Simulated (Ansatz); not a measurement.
Gas-phase reaction R1 → P1 + P2, each structure at its B3LYP-D3(BJ)/def2-TZVP stationary point, reached from a drawn start (curvature not checked).
R1: CH5O4V (SMILES C[O][V](=[O])([OH])[OH]), charge 0, multiplicity 1.
P1: CH2O (SMILES C=O), charge 0, multiplicity 1.
P2, H3O3V (SMILES [OH][V]([OH])[OH]) (charge 0, multiplicity 3):
```xyz
7

V      0.04222     0.06732    -0.28572
O      1.83191     0.24966    -0.34884
H      2.48292     0.56451     0.28260
O     -1.08328     1.40188     0.09314
H     -2.02791     1.56656     0.11074
O     -0.54200    -1.64536    -0.30893
H     -0.70396    -2.20459     0.45731
```

P less R. No zero-point or thermal terms; singlets are restricted closed shells; open shells are unrestricted; no spin–orbit coupling. One arrangement of each flexible species, with no search for the lowest. The spin states of the d-block species are the ones drawn and need not be the lowest.

Correlated levels freeze the cores.

Programs: Ansatz (Gaussian basis) for Hartree–Fock, density functionals and correlated methods. Each number belongs to the level named beside it.

Total energies in hartree:

```json
[
 {"structure": "R1", "PBE/def2-TZVPP": "-1285.789949", "B3LYP/def2-TZVPP": "-1286.358121", "CCSD(T)/def2-TZVPP": "-1284.780290"},
 {"structure": "P1", "PBE/def2-TZVPP": "-114.419843", "B3LYP/def2-TZVPP": "-114.555034", "CCSD(T)/def2-TZVPP": "-114.337578"},
 {"structure": "P2", "PBE/def2-TZVPP": "-1171.255750", "B3LYP/def2-TZVPP": "-1171.728637", "CCSD(T)/def2-TZVPP": "-1170.361101"}
]
```

Question: Work out the reaction energy at each level in eV (1 hartree = 27.21139 eV), and say how far PBE/def2-TZVPP lies from CCSD(T)/def2-TZVPP.

Answer: 
- PBE/def2-TZVPP: (-114.419843) + (-1171.255750) − (-1285.789949) = 0.114356 hartree = 3.112 eV
- B3LYP/def2-TZVPP: (-114.555034) + (-1171.728637) − (-1286.358121) = 0.074450 hartree = 2.026 eV
- CCSD(T)/def2-TZVPP: (-114.337578) + (-1170.361101) − (-1284.780290) = 0.081611 hartree = 2.221 eV
PBE/def2-TZVPP less CCSD(T)/def2-TZVPP: 0.891 eV. CCSD(T)/def2-TZVPP is the level counted from, the highest shown, and no exact or measured value.

Ansatz is a first-principles code.
